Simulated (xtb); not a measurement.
The xtb input:
```
$ xtb mol.xyz --gfn 2 --uhf 1 --opt vtight --json

# file mol.xyz
5

Si     1.34211082    -0.92617384     0.03457145
Si    -0.59451464     0.13057864    -0.03249663
H      2.37589457     0.21501598    -0.03519753
H     -1.39355725     1.43582842    -0.07219169
H     -1.74645121    -0.82647152     0.07341375
```

**Question.** Predict the total energy at the end of the optimisation from xtb with GFN2-xTB.

**Answer.** -4.8863 Eh

**Question.** Estimate the dipole moment that GFN2-xTB returns for this input.

**Answer.** 0.48 D
